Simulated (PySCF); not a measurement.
Electron correlation in N (nitrogen, neutral)

[He] 2s2 2p3, high-spin 4S determinant. All numbers are calculated (PySCF 2.14, the spin-free X2C one-electron Hamiltonian (Gaussian nucleus), in aug-cc-pVDZ-DK (4s3p2d, 23 functions)). Frozen: 1s2; 5 electrons correlated.

MP2 pair energies summed by pair of shells (mhartree):

| pair | energy | share (%) |
| --- | --- | --- |
| 2s-2p | -47.96 | 63.9 |
| 2p-2p | -18.79 | 25.0 |
| 2s-2s | -8.28 | 11.0 |

Total MP2 correlation energy: -75.02 mhartree.

Same-spin part -22.72 and opposite-spin part -52.30 mhartree; SCS-MP2 scales them by 1/3 and 6/5 to -70.33 mhartree.
